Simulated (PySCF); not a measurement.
Isomers of C5H3NO, one conformer each; single-point electronic energies without zero-point terms and without any empirical dispersion term.

Computed with PySCF at wB97X-D/pcSseg-2, non-relativistic, each on one gas-phase PBE0-D3(BJ)/def2-TZVP geometry that isn't relaxed in the solvent. The solvent is an IEF-PCM continuum (van der Waals radii × 1.2). The model holds no explicit solvent molecules, cavitation or dispersion.

```csv
isomer,"relative energy, gas (kJ/mol)",dipole (D)
`c1occ(C#N)c1`,0.0,4.09
`N#Cc1ccco1`,7.2,4.82
```

How do the relative energies look in chloroform (ε = 4.711)?

| isomer | relative energy, solvent (kJ/mol) | E(solvent) − E(gas) (kJ/mol) | dipole in solvent (D) |
| --- | --- | --- | --- |
| `c1occ(C#N)c1` | 0.0 | -21.3 | 4.99 |
| `N#Cc1ccco1` | 9.3 | -19.2 | 5.97 |

The order is unchanged. `c1occ(C#N)c1` gains most from the continuum, while `N#Cc1ccco1` has the largest gas-phase dipole. The gains span 2.1 kJ/mol, the gas-phase energies 7.2 kJ/mol.
